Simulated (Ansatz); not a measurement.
SiHMe2(nBu) (C6H16Si). Total charge 0; singlet. Geometry PBE-D4/def2-SVP.

Cartesian coordinates in Å:
```
Si 0.398 -1.093 -1.299
H -0.393 -2.342 -0.972
C 0.086 -0.625 -3.108
H -0.990 -0.427 -3.292
H 0.403 -1.437 -3.795
H 0.651 0.290 -3.383
C 2.238 -1.450 -1.022
H 2.590 -2.270 -1.681
H 2.442 -1.751 0.026
H 2.852 -0.552 -1.243
C -0.192 0.310 -0.159
C -0.030 0.040 1.345
C -0.471 1.196 2.260
C -1.962 1.534 2.181
H 0.360 1.235 -0.443
H -1.258 0.511 -0.408
H -0.602 -0.876 1.620
H 1.034 -0.198 1.565
H -0.210 0.937 3.309
H 0.131 2.101 2.015
H -2.233 2.341 2.891
H -2.257 1.877 1.168
H -2.588 0.649 2.426
```

(1) Estimate the orbital energies around the gap (eV) in Ansatz with PBE-D4/def2-SVP, PBE-D4/def2-TZVP, PBE0-D4/def2-SVP, ωB97X-V/def2-TZVP, ωB97X-V/def2-TZVPD.

Results:

(1) 
```csv
orbital,PBE-D4/def2-SVP,PBE-D4/def2-TZVP,PBE0-D4/def2-SVP,ωB97X-V/def2-TZVP,ωB97X-V/def2-TZVPD
HOMO−9,-9.44,-9.50,-11.00,-13.60,-13.60
HOMO−8,-9.29,-9.38,-10.84,-13.45,-13.45
HOMO−7,-9.09,-9.16,-10.63,-13.20,-13.20
HOMO−6,-8.56,-8.63,-10.06,-12.60,-12.60
HOMO−5,-8.25,-8.31,-9.72,-12.24,-12.24
HOMO−4,-7.67,-7.73,-9.09,-11.57,-11.57
HOMO−3,-7.56,-7.64,-8.99,-11.50,-11.50
HOMO−2,-7.21,-7.28,-8.56,-11.05,-11.06
HOMO−1,-7.10,-7.16,-8.45,-10.87,-10.87
HOMO,-6.63,-6.67,-7.93,-10.29,-10.29
LUMO,0.75,0.24,1.58,2.82,1.68
LUMO+1,1.06,0.49,1.91,3.12,1.96
LUMO+2,1.26,0.59,2.11,3.18,2.00
LUMO+3,1.65,1.17,2.56,3.85,2.15
LUMO+4,1.72,1.21,2.62,3.90,2.55
LUMO+5,1.89,1.30,2.78,4.00,2.65
```
